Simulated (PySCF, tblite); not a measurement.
Species: 1,1,1,2,2-pentafluoropropane, C3H3F5.
Numbering: `[CH3:1][C:2]([F:3])([F:4])[C:5]([F:6])([F:7])[F:8]` (hydrogens: H9, H10, H11 on C1)

Computed with GFN2-xTB (tblite), gas phase: Langevin dynamics at 400 K from the optimised GFN2-xTB geometry, time step 0.5 fs, friction 0.01 fs⁻¹, 2000 steps. Over the second half of the run the saved frames average 465 K.

Frame at 250 fs, instantaneous temperature 401 K:
```
atom  x, y, z in Å
C1     -1.653   -0.900    0.310
C2     -0.517   -0.004   -0.035
F3     -0.666    0.604   -1.181
F4     -0.509    1.070    0.862
C5      0.899   -0.667    0.031
F6      1.155   -1.167    1.235
F7      1.021   -1.750   -0.814
F8      1.889    0.205   -0.229
H9     -1.323   -1.579    1.178
H10    -2.407   -0.356    0.800
H11    -2.033   -1.458   -0.526
```

Frame at 425 fs, instantaneous temperature 469 K:
```
atom  x, y, z in Å
C1     -1.517   -1.268    0.421
C2     -0.329   -0.372    0.138
F3     -0.580    0.276   -1.060
F4     -0.090    0.653    0.996
C5      0.993   -1.044    0.249
F6      0.995   -1.647    1.524
F7      1.202   -2.005   -0.639
F8      2.017   -0.228    0.272
H9     -1.161   -1.859    1.354
H10    -2.380   -0.565    0.556
H11    -1.553   -1.955   -0.410
```

Frame at 625 fs, instantaneous temperature 395 K:
```
atom  x, y, z in Å
C1     -1.247   -1.059    1.007
C2     -0.077   -0.468    0.184
F3     -0.379   -0.585   -1.157
F4      0.131    0.833    0.524
C5      1.299   -1.127    0.426
F6      1.434   -1.356    1.716
F7      1.443   -2.319   -0.148
F8      2.281   -0.362    0.104
H9     -1.300   -2.132    0.547
H10    -0.971   -1.313    1.980
H11    -2.243   -0.671    0.874
```

Frame at 800 fs, instantaneous temperature 652 K:
```
atom  x, y, z in Å
C1     -1.370   -0.649    1.003
C2     -0.440   -0.234   -0.080
F3     -0.737   -0.817   -1.210
F4     -0.409    1.071   -0.377
C5      1.087   -0.702    0.284
F6      1.369   -0.336    1.557
F7      1.282   -2.014    0.159
F8      1.941   -0.129   -0.541
H9     -0.974   -0.463    2.005
H10    -2.352   -0.199    0.910
H11    -1.384   -1.683    1.024
```

Frame at 1000 fs, instantaneous temperature 638 K:
```
atom  x, y, z in Å
C1     -1.291   -1.291    0.866
C2     -0.634   -0.289   -0.148
F3     -0.863   -0.502   -1.487
F4     -0.986    0.969    0.099
C5      0.903   -0.340    0.125
F6      1.335    0.157    1.277
F7      1.337   -1.624    0.056
F8      1.621    0.324   -0.800
H9     -2.046   -1.740    0.333
H10    -0.628   -2.122    1.165
H11    -1.531   -0.862    1.807
```

Problem. What do single points at PBE0/pcSseg-1 (PySCF, gas phase) give on these frames?

Solution. 
```tsv
t (fs)	GFN2-xTB E above start (eV)	DFT E above lowest frame (eV)	HOMO (eV)	LUMO (eV)	dipole (D)
250	0.34	0.01	-10.52	1.23	2.48
425	0.58	0.24	-10.42	1.20	2.13
625	0.52	0.17	-10.37	1.60	2.08
800	0.35	0.00	-9.89	1.77	2.31
1000	0.48	0.23	-10.16	1.46	2.63
```

The two levels order the frames alike by energy but for pairs within 0.08 eV at one level; measured from each level's lowest frame they differ by 0.09 eV at most. The HOMO–LUMO gap runs from 11.62 to 11.97 eV. These are instantaneous structures, not minima.

Problem. And the isotropic GIAO shieldings (ppm) from the same runs?

Solution. 
```json
{"atom": "C1", "250 fs": "167.4", "425 fs": "159.2", "625 fs": "164.9", "800 fs": "172.6", "1000 fs": "166.1", "mean": "166.0", "range": "13.4"}
{"atom": "C2", "250 fs": "65.1", "425 fs": "62.5", "625 fs": "60.1", "800 fs": "66.5", "1000 fs": "63.4", "mean": "63.5", "range": "6.4"}
{"atom": "F3", "250 fs": "310.2", "425 fs": "285.1", "625 fs": "291.6", "800 fs": "309.9", "1000 fs": "292.7", "mean": "297.9", "range": "25.1"}
{"atom": "F4", "250 fs": "268.6", "425 fs": "295.4", "625 fs": "297.2", "800 fs": "304.8", "1000 fs": "308.4", "mean": "294.9", "range": "39.8"}
{"atom": "C5", "250 fs": "53.1", "425 fs": "55.5", "625 fs": "64.5", "800 fs": "54.7", "1000 fs": "54.9", "mean": "56.5", "range": "11.4"}
{"atom": "F6", "250 fs": "262.2", "425 fs": "220.3", "625 fs": "270.4", "800 fs": "263.9", "1000 fs": "263.3", "mean": "256.0", "range": "50.1"}
{"atom": "F7", "250 fs": "247.9", "425 fs": "275.6", "625 fs": "274.9", "800 fs": "269.6", "1000 fs": "251.6", "mean": "263.9", "range": "27.7"}
{"atom": "F8", "250 fs": "267.1", "425 fs": "275.4", "625 fs": "288.9", "800 fs": "279.3", "1000 fs": "268.9", "mean": "275.9", "range": "21.8"}
{"atom": "H9", "250 fs": "28.4", "425 fs": "27.4", "625 fs": "28.6", "800 fs": "29.6", "1000 fs": "31.2", "mean": "29.0", "range": "3.8"}
{"atom": "H10", "250 fs": "30.5", "425 fs": "28.4", "625 fs": "30.6", "800 fs": "30.0", "1000 fs": "29.0", "mean": "29.7", "range": "2.2"}
{"atom": "H11", "250 fs": "30.1", "425 fs": "29.6", "625 fs": "29.4", "800 fs": "31.5", "1000 fs": "30.2", "mean": "30.2", "range": "2.1"}
```

What follows is the cost of the whole dynamics run. Time: 8.9 s of wall time; peak memory 0.18 GiB. Hardware: one thread of an Intel Xeon at 2.80 GHz (shared host).
